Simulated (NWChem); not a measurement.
System meant: C5H9O, doublet; SMILES C[CH]CC(C)=O

Here is an NWChem input.

```
start job
memory heap 200 mb stack 900 mb global 1100 mb
geometry units angstroms noautoz
  C      0.349176    -2.331141    -0.271431
  C     -0.676418    -1.262354    -0.179026
  C     -0.619513    -0.149464     0.811696
  C     -0.086810     1.125327     0.149011
  C      1.410671     1.230850    -0.004653
  O     -0.836384     1.982556    -0.248412
  H     -0.063860    -3.250133    -0.716683
  H      1.210870    -2.045587    -0.910808
  H      0.765283    -2.586458     0.717359
  H     -1.418010    -1.172359    -0.979737
  H      0.022096    -0.424073     1.666122
  H     -1.626886     0.098785     1.183190
  H      1.660990     2.091951    -0.637011
  H      1.834111     0.309312    -0.432415
  H      1.871864     1.363519     0.988027
end
basis spherical
  * library def2-svp
end
dft
  odft
  mult 2
  xc b3lyp
  iterations 4
  mulliken
end
task dft energy
```

End of the output:

```
     --------------------------
     Expectation value of S2:
     --------------------------
      <S2> =      0.7545 (Exact =     0.7500)

 center of mass
 --------------
 x =  -0.09211379 y =   0.13193328 z =  -0.02215011

 moments of inertia (a.u.)
 ------------------
         814.410339924622           0.000000000000          -0.000000000000
           0.000000000000         291.889292977555           0.000000000000
          -0.000000000000           0.000000000000         973.939714987940

     Multipole analysis of the density
     ---------------------------------

     L   x y z        total         alpha         beta         nuclear
     -   - - -        -----         -----         ----         -------
     0   0 0 0     -0.000000    -24.000000    -23.000000     47.000000

     1   1 0 0      0.706017      0.902686     -0.196668      0.000000
     1   0 1 0     -0.842280      0.699369     -1.541649      0.000000
     1   0 0 1      0.360372      0.345559      0.014812     -0.000000

     2   2 0 0    -28.230531    -87.239207    -83.565844    142.574519
     2   1 1 0      2.223700     -2.938382     -0.511366      5.673448
     2   1 0 1     -0.223684      0.623882      0.174728     -1.022295
     2   0 2 0    -31.179003   -233.780835   -225.275719    427.877551
     2   0 1 1      1.759266     -1.832593     -0.999225      4.591084
     2   0 0 2    -27.521360    -38.374183    -36.796777     47.649600

 ------------------------------------------------------------------------
 dft energy failed                                                                                  0
 ------------------------------------------------------------------------
 ------------------------------------------------------------------------
  current input line :
    30: task dft energy
 ------------------------------------------------------------------------
 ------------------------------------------------------------------------
 This type of error is most commonly associated with calculations not reaching convergence criteria
 ------------------------------------------------------------------------
 For more information see the NWChem manual at https://nwchemgit.github.io

0:dft energy failed:Received an Error in Communication
```

### Question
Find the fault in this run and fix the input.

### Answer
The run did not converge; its last values are not results. Cause: the SCF was allowed too few iterations. This input runs:
```
start job
memory heap 200 mb stack 900 mb global 1100 mb
geometry units angstroms noautoz
  C      0.349176    -2.331141    -0.271431
  C     -0.676418    -1.262354    -0.179026
  C     -0.619513    -0.149464     0.811696
  C     -0.086810     1.125327     0.149011
  C      1.410671     1.230850    -0.004653
  O     -0.836384     1.982556    -0.248412
  H     -0.063860    -3.250133    -0.716683
  H      1.210870    -2.045587    -0.910808
  H      0.765283    -2.586458     0.717359
  H     -1.418010    -1.172359    -0.979737
  H      0.022096    -0.424073     1.666122
  H     -1.626886     0.098785     1.183190
  H      1.660990     2.091951    -0.637011
  H      1.834111     0.309312    -0.432415
  H      1.871864     1.363519     0.988027
end
basis spherical
  * library def2-svp
end
dft
  odft
  mult 2
  xc b3lyp
  iterations 150
  mulliken
end
task dft energy
```
It converges to -270.91901 Ha (B3LYP/def2-SVP, spin-unrestricted).
